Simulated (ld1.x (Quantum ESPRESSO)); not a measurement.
# Li (Z = 3): one change to a TM potential, before and after

lithium, norm-conserving Troullier–Martins (Kleinman–Bylander form), made with ld1.x (Quantum ESPRESSO) 7.5 (LDA (PZ), scalar-relativistic). Core [He], reference 2s1 2p0. Waves: 2p (bound, empty): rc 4.20 bohr; 2s (bound): rc 2.05 bohr. Local part: the s channel. Core correction: none.

All-electron outer shells of the reference configuration (LDA (PZ), scalar-relativistic, ld1.x):

```tsv
shell	level (eV)	outermost node (bohr)	outermost maximum (bohr)
1s	-51.10	–	0.36
2s	-2.88	0.84	3.12
2p	-1.13	–	3.91
```

Change: core correction a·sin(br)/r model core inside 1.04 bohr.

Cutoffs: the cutoffs (Ry, on a coarse ladder) from which the occupation-weighted sum of valence levels, in a spherical-Bessel basis at the reference potential, stays within 10 and 1 mRy of its value at 400 Ry; they do not see the model core or the augmentation charge, which bear on the density cutoff. Errors are all-electron minus pseudo energies relative to the spin-unpolarised reference configuration.

Q: Predict the effect on cutoff, ghosts and configuration errors.

A: Both files are so soft that the ladder of cutoffs tells neither apart; of the 4 tests that both files solve, the error grows in 1 and shrinks in 3 by more than 15 % and 0.3 meV (median size 11.2 → 0.6 meV); neither file shows a bound ghost. A model core, the more so a compact one, raises the density cutoff, which this test does not measure.

```csv
quantity,base,changed
"cutoff, loose",6 Ry,6 Ry
"cutoff, tight",6 Ry,6 Ry
bound ghosts,none,none
"error for 2s0.5 2p0, meV [ΔE 2.04 eV]",+5.9,+0.7
"error for 2s0 2p1, meV [ΔE 1.75 eV]",-0.5,-4.9
"error for 2s1 2p0 (spin-polarised), meV [ΔE -0.23 eV]",+20,+0.3
"error for 2s0.5 2p0 (spin-polarised), meV [ΔE 1.95 eV]",+17,+0.5
s: phases at 4.57 bohr within 0.05 rad from the reference energy up to (Ry; the scan ends near 5),0.7,0.7
p: phases at 4.57 bohr within 0.05 rad from the reference energy up to (Ry; the scan ends near 5),0.6,0.6
```
